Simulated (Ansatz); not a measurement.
Ideal-gas functions of BrF2H3Si2, SMILES `F[SiH2][SiH](F)Br` at 400 K and 1 bar, from an Ansatz frequency run at PBE0-D4/def2-TZVP.

Molar mass 177.1 g/mol, point group C1 (symmetry number 1), electronic degeneracy 1, moments of inertia 200.707, 460.836, 619.226 u Å². Harmonic wavenumbers (cm⁻¹, unscaled): 36, 75, 152, 195, 238, 379, 492, 513, 719, 760, 794, 848, 880, 912, 944, 2230, 2246, 2250.

Use S(trans) = R[1.5 ln M + 2.5 ln T − 1.1517]; rotational temperatures θ = 24.2544 K / I; S(rot) = R[ln(√π/σ · √(T³/θAθBθC)) + 1.5]; for each mode x = 1.438777 ν̃/T, S = R[x/(eˣ − 1) − ln(1 − e⁻ˣ)] and H = RT x/(eˣ − 1); 1 cm⁻¹ = 0.0119627 kJ/mol; R = 8.31446 J/(mol·K).

Question: By hand: the entropy, in J/(mol·K).

Answer: Translation 179.5. Rotation: θ = 0.1208, 0.0526, 0.0392 K, giving 126.4. Vibration, mode by mode: 25.32, 19.23, 13.44, 11.43, 9.86, 6.35, 4.58, 4.31, 2.40, 2.14, 1.94, 1.66, 1.52, 1.38, 1.26, 0.02, 0.02, 0.02, in all 106.9. Electronic 0.0. Sum 412.8 J/(mol·K).

Question: By hand: H − E and G − E in kJ/mol, counted from the electronic energy.

Answer: Zero-point energy ½ × 14663 × 0.0119627 = 87.7; thermal vibration 20.6; translation, rotation and pV give 4 RT = 13.3. H − E = 121.6 kJ/mol, and G − E = 121.6 − 400 × 412.8/1000 = -43.5 kJ/mol.

Vibration gives 26 % of the entropy, 44.5 J/(mol·K) of it from the modes under 150 cm⁻¹: soft modes count most, and the harmonic formula is weakest for them. The sum counts one conformer and one mirror image; others add a mixing term.
